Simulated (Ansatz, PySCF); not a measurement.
Constitutional and geometric isomers with formula H6OSi3. Gas-phase values, no solvent. One relaxed conformer stands for each flexible species; it need not be the lowest. Strings in code marks are SMILES. Quantity: electronic energy of isomers of H6OSi3 relative to `O1[SiH2][SiH2][SiH2]1`. Level 1: PBE-D3(BJ)/def2-TZVP // r2SCAN-D4/def2-TZVP (PySCF). Level 2: frozen-core CCSD(T)/cc-pVTZ // r2SCAN-D4/def2-TZVP (Ansatz, a quantum-chemistry and plane-wave program).

```csv
case,level 1 (kcal/mol),level 2 (kcal/mol)
`[SiH3][Si@@H]1O[SiH2]1`,24.9,27.6
`[SiH2]=[SiH]O[SiH3]` (Si–Si–O–Si torsion 24°),28.0,26.9
`O=[SiH][SiH2][SiH3]` (O–Si–Si–Si torsion 8°),39.2,42.8
`O/[SiH]=[SiH]\[SiH3]` (H–O–Si–Si torsion 156°),41.5,44.9
`O[Si](=[SiH2])[SiH3]` (H–O–Si–Si torsion 29°),43.3,withheld
"`O[SiH2][SiH]=[SiH2]` (H–O–Si–Si torsion 169°, O–Si–Si–Si torsion -23°)",44.0,44.7
```

**Question.** Fit level 2 = a + b·x to the 5 complete rows by least squares, with x = level 1 in kcal/mol. Give a, b and the rms residual, and predict the withheld value.

**Answer.** Means of the 5 rows: x̄ = 35.52, ȳ = 37.38 kcal/mol. Σ(x − x̄)² = 290.55 and Σ(x − x̄)(y − ȳ) = 309.66, so b = 1.066 and a = ȳ − b·x̄ = -0.48 kcal/mol. The rms residual is 1.73 kcal/mol. At x = 43.3 the line gives 45.7 kcal/mol. The run for `O[Si](=[SiH2])[SiH3]` (H–O–Si–Si torsion 29°) gave 46.7 kcal/mol, so the line is off by 1.0 kcal/mol, within twice the rms residual.

Codes: Ansatz, PySCF.
